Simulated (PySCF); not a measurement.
Species: C3H8O3Si2.
Geometry (PBE0-D3(BJ)/def2-SVP, Å), atoms numbered from 1 in this order:
```xyz
16
C3H8O3Si2 angstrom
O      3.0660   -1.5025    0.8780
C      2.3207   -0.6498    0.4692
O      2.7101    0.2944   -0.4024
Si     0.4484   -0.5400    0.8969
C     -0.5938   -0.9323   -0.6343
C     -1.8226    0.0049   -0.5965
Si    -1.2586    1.6249    0.2129
O     -0.0171    1.0397    1.1896
H      3.6525    0.1356   -0.5882
H      0.2233   -1.3977    2.0904
H      0.0377   -0.6942   -1.5079
H     -0.8732   -1.9936   -0.7264
H     -2.6138   -0.4274    0.0404
H     -2.2677    0.1438   -1.5949
H     -0.7221    2.6174   -0.7650
H     -2.3086    2.2739    1.0491
```

Level of theory: PBE0-D3(BJ)/def2-SVP geometry optimisation, gas phase in PySCF.

Masses are those of the commonest isotopes; rigid-rotor values at the optimised geometry. The values belong to one conformer with, in the numbering `[O:1]=[C:2]([OH:3])[Si@@H:4]1[CH2:5][CH2:6][SiH2:7][O:8]1`, O1–C2–O3–H -1°, O1–C2–Si4–C5 -111°, C2–Si4–C5–C6 -143°, Si4–C5–C6–Si7 33°, C5–C6–Si7–O8 -28°, C6–Si7–O8–Si4 11°.

(1) What are A, B and C (MHz)?

(2) What kind of rotor is it?

(3) Is it planar, by Δ = Ic − Ia − Ib?

(4) List the rotational levels J(Ka,Kc) to J = 3 (MHz).

(5) Predict some low-J microwave lines.

## Answers

(1) Ia = 172.37, Ib = 564.25, Ic = 608.15 u·Å²; 505379 MHz·u·Å²/I gives A = 2932, B = 895.7, C = 831.0 MHz.

(2) A near-prolate asymmetric top; Ray's κ = -0.938.

(3) Not planar: Δ = Ic − Ia − Ib = -128.47 u·Å². For a rigid frame Δ = −2 Σ m c², so Σ m c² = 64.23 u·Å² lies off the ab plane: 13.26 from hydrogen and 50.97 from heavier atoms. The atom farthest from that plane is 2.01 Å away.

(4) Above 0(0,0):
J = 1: 1(0,1) 1727, 1(1,1) 3763, 1(1,0) 3828
J = 2: 2(0,2) 5179, 2(1,2) 7152, 2(1,1) 7346, 2(2,1) 13454, 2(2,0) 13456
J = 3: 3(0,3) 10352, 3(1,3) 12234, 3(1,2) 12622, 3(2,2) 18634, 3(2,1) 18642, 3(3,1) 28979, 3(3,0) 28979
The levels of one J sum to (2J + 1)J(J + 1)(A + B + C)/3.

(5) The dipole components are |μa| = 1.57 D, |μb| = 0.86 D, |μc| = 1.80 D. Intensities carry the squares of the components, which stand as 0.77 : 0.23 : 1.00 (a : b : c). Some lines, for components of 0.1 D or more:

| type | branch | J(Ka,Kc) | MHz | lower level (cm⁻¹) |
| --- | --- | --- | --- | --- |
| b | R | 2(0,2) ← 1(1,1) | 1416 | 0.126 |
| a | R | 1(0,1) ← 0(0,0) | 1727 | 0.000 |
| c | Q | 1(1,1) ← 1(0,1) | 2036 | 0.058 |
| a | R | 2(0,2) ← 1(0,1) | 3452 | 0.058 |
| a | R | 2(1,1) ← 1(1,0) | 3518 | 0.128 |
| c | R | 1(1,0) ← 0(0,0) | 3828 | 0.000 |
| a | R | 3(0,3) ← 2(0,2) | 5174 | 0.173 |
| a | R | 3(2,2) ← 2(2,1) | 5180 | 0.449 |
| b | R | 2(1,2) ← 1(0,1) | 5425 | 0.058 |
| c | Q | 2(2,1) ← 2(1,1) | 6109 | 0.245 |
| b | Q | 2(2,0) ← 2(1,1) | 6110 | 0.245 |
| c | R | 3(1,2) ← 2(0,2) | 7443 | 0.173 |
| b | Q | 3(3,1) ← 3(2,2) | 10344 | 0.622 |
| b | R | 3(2,2) ← 2(1,1) | 11289 | 0.245 |
| b | R | 3(3,1) ← 2(2,0) | 15523 | 0.449 |
| c | R | 3(3,1) ← 2(2,1) | 15524 | 0.449 |

Stationary, but not proved a minimum. Constants of a rigid frame at the computed geometry: no zero-point averaging, no centrifugal distortion.

On one thread of an Arm Neoverse V2, shared host with 32 logical CPUs at a one-minute load of 9.1, this took 1.8 min of wall time and 0.65 GiB of memory at its peak. This is the geometry optimisation.
